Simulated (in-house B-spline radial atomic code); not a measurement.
Configurations of Tm, with energies counted from [Xe] 4f13 6s2. Computed with an all-electron radial atomic-structure program (B-spline basis): scalar-relativistic (X2C) r2SCAN0, spin-polarised, spherical fractional occupations, exact exchange averaged over the configuration, Fermi nucleus of rms radius 5.2256 fm. Shells without spins written out take the highest spin.

Occupations are held fixed; configurations that lie above the ionisation limit could autoionise.

```tsv
configuration	E - E(ref) (eV)	highest orbital	its <r> (bohr)
[Xe] 4f13 6s1 6d1	4.5338	6d up	12.42
[Xe] 4f12 5f1 6s2	7.6934	5f up	17.24
[Xe] 4f12 6s2 6f1	7.9997	6f up	29.69
[Kr] 4d10 4f14 5s2 5p5 6s2	26.606	4f down	0.8355
[Kr] 4d10 4f13 5s2 5p5 6s2 7d1	31.738	7d up	21.25
```

Problem. Order these further configurations by energy, lowest first.
A. [Xe] 4f12 6s2 6d1
B. [Xe] 4f12 6s2 7s1
C. [Xe] 4f13 5d1 6s1
D. [Kr] 4d10 4f13 5s2 5p5 5f1 6s2
E. [Xe] 4f13 6s1 6f1

Solution. C (2.5619 eV), E (5.3236 eV), B (6.2562 eV), A (7.1036 eV), D (31.711 eV).

Problem. How far above the reference does [Xe] 4f12 6s2 6p1 lie?

Solution. 4.1116 eV; its least bound orbital is 6p up with <r> = 4.797 bohr.
